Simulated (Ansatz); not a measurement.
Reaction (redistribution): `[Cl][InH][SeH]` + `[F][Ge][F]` → `[F][InH][SeH]` + `[F][Ge][Cl]`

Program: Ansatz. Geometries: PBE0-D4/def2-TZVP. ΔE: electronic, gas phase. CCSD(T)/CBS is the MP2 limit (def2-TZVPP, def2-QZVPP) plus CCSD(T) − MP2 in def2-TZVPP, frozen cores. Functionals use def2-TZVPP. Elements past krypton have def2 core potentials. For Ge, In, Se outer-core shells are correlated without core-valence functions, which leaves a few kJ/mol of doubt a bond. Scalar relativity is left out up to krypton. One conformer a species, not always the lowest.

```tsv
level	ΔE (kJ/mol)	difference from CCSD(T)/CBS
revPBE-D4	43.1	-10.6
r2SCAN-D4	49.8	-3.9
PBE0-D4	51.6	-2.1
r2SCAN0-D4	54.5	0.8
ωB97M-V	55.2	1.5
PBE	44.5	-9.2
PBE0	51.2	-2.5
CCSD/def2-TZVPP	59.6	5.9
HF/def2-QZVPP	64.3	10.6
CCSD/CBS(def2)	55.4	1.7
CCSD(T)/CBS	53.7	0
```

Largest T1 diagnostic among the species: 0.015.

At CCSD(T), def2-SVP lies +6.4 kJ/mol from the extrapolated value and def2-TZVPP +4.2 kJ/mol. In def2-TZVPP, CCSD(T) changes the Hartree–Fock value by −6.6 kJ/mol (the triples alone add −1.7 kJ/mol) and MP2 by −4.4 kJ/mol. From PBE to PBE0 (25 % exact exchange), in def2-TZVPP and without D4, ΔE moves by +6.7 kJ/mol.
